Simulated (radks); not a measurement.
Results of a calculation; reference values are marked as such.
Species: the cobalt ion Co+. Configuration: [Ar] 3d8 (the NIST ground configuration). Level of theory: scalar-relativistic Kohn-Sham, exchange-only LDA, spin-polarised, spherical densities, finite nucleus; open shells are filled with parallel spins first; Fermi nuclear charge, rms radius 3.7875 fm (a radial shooting solver on a logarithmic mesh with Libxc functionals).

X-ray form factor f0, the Fourier transform of the density (f0(0) = 26):

sin(theta)/lambda (1/angstrom),f0 (electrons)
0.05,25.615
0.1,24.557
0.15,23.050
0.2,21.321
0.25,19.535
0.3,17.796
0.4,14.678
0.5,12.177
0.6,10.294
0.8,7.967
1,6.743
1.25,5.761
1.5,4.914
2,3.406
